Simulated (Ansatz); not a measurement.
C5H8O2 can be A, `CC(=O)CC(C)=O`, or B, `C=C(CC)C(=O)O`.

Computed with Ansatz on PBE0-D4/def2-TZVP structures; ΔE is electronic, products minus reactants. CBS: MP2 limit from def2 TZ/QZ plus the TZ coupled-cluster correction, frozen cores. Functionals use def2-TZVPP. B3LYP here is the variant with VWN-RPA as its local correlation; programs differ in this. Each species was taken in one conformer, which may not be the lowest.

Question: Which isomer does CCSD(T)/CBS put lower? Give the gap. (An estimate is asked.)

Answer: Ansatz gave: B, by 19.4 kJ/mol.

Question: Give E(B) − E(A) in kJ/mol with BLYP-D4, r2SCAN-D4, MP2/def2-TZVPP, HF/def2-TZVPP, B3LYP-D4, CCSD/def2-TZVPP, ωB97M-V. (Estimate.)

Answer: The calculation gave: BLYP-D4 -8.6, r2SCAN-D4 -12.3, MP2/def2-TZVPP -20.6, HF/def2-TZVPP -8.3, B3LYP-D4 -12.5, CCSD/def2-TZVPP -16.0, ωB97M-V -14.2. None reverses the order clearly.

Question: Does the order hold for the free energy at 298.15 K (harmonic terms from PBE0-D4)? (An estimate is asked.)

Answer: Ansatz gave: Yes: G(B) − G(A) = -11.4 kJ/mol, for one conformer each. Modes under 60 cm⁻¹, often nearly free rotors, make the harmonic entropy too high.

Largest T1 diagnostic: 0.015.

Leaving LDA and LC-ωPBE aside and taking each functional with its dispersion term where it has one, the values, not all of them listed here, spread over 10.5 kJ/mol, from PBE-QIDH to revPBE-D4. LDA lies −14.9 kJ/mol from PBE without D4. In def2-TZVPP, CCSD(T) changes the Hartree–Fock value by −9.3 kJ/mol (the triples alone add −1.6 kJ/mol) and MP2 by −12.3 kJ/mol.
